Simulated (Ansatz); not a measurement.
The cluster ReSe₂⁺. Total charge 1; singlet. Geometry r2SCAN-D4/def2-TZVP.

```xyz
3

Re    0.821    0.492   -0.898
Se   -1.194   -0.476   -0.393
Se    0.372   -0.015    1.291
```

In the def2 sets Re takes a core potential; there is no spin–orbit coupling. LC-ωPBE has ω = 0.4 bohr⁻¹. The restricted singlet is unstable towards broken spin symmetry in Hartree–Fock (as tested in another run); at PBE-D4/def2-TZVP, r2SCAN-D4/def2-TZVP, PBE0-D4/def2-TZVP, LC-ωPBE/def2-TZVP and others this wasn't settled. Another isomer (triplet) lies 1.90 eV lower at PBE0-D4/def2-TZVP; other spin states weren't run for this one.

Problem. Estimate the orbital energies around the gap (eV) in Ansatz with PBE-D4/def2-TZVP, r2SCAN-D4/def2-TZVP, PBE0-D4/def2-TZVP, LC-ωPBE/def2-TZVP, ωB97X-V/def2-TZVP.

Solution. 
| orbital | PBE-D4/def2-TZVP | r2SCAN-D4/def2-TZVP | PBE0-D4/def2-TZVP | LC-ωPBE/def2-TZVP | ωB97X-V/def2-TZVP |
| --- | --- | --- | --- | --- | --- |
| HOMO−9 | -50.93 | -52.45 | -54.21 | -57.14 | -57.07 |
| HOMO−8 | -24.85 | -25.51 | -26.84 | -30.23 | -29.65 |
| HOMO−7 | -21.64 | -22.11 | -23.31 | -26.43 | -25.95 |
| HOMO−6 | -15.18 | -15.48 | -16.32 | -18.89 | -18.54 |
| HOMO−5 | -14.42 | -14.69 | -15.44 | -17.87 | -17.54 |
| HOMO−4 | -14.06 | -14.28 | -15.04 | -17.55 | -17.20 |
| HOMO−3 | -13.46 | -13.65 | -14.49 | -16.92 | -16.60 |
| HOMO−2 | -11.80 | -11.92 | -12.58 | -14.77 | -14.52 |
| HOMO−1 | -10.48 | -10.81 | -11.82 | -14.71 | -14.34 |
| HOMO | -10.13 | -10.41 | -11.55 | -14.28 | -13.95 |
| LUMO | -10.07 | -9.93 | -9.02 | -6.59 | -6.71 |
| LUMO+1 | -9.46 | -9.40 | -8.60 | -6.42 | -6.47 |
| LUMO+2 | -9.36 | -9.23 | -8.50 | -6.33 | -6.43 |
| LUMO+3 | -8.41 | -8.17 | -7.66 | -5.64 | -5.80 |
| LUMO+4 | -7.18 | -6.89 | -6.19 | -3.87 | -4.02 |
| LUMO+5 | -5.15 | -4.91 | -4.48 | -2.60 | -2.70 |
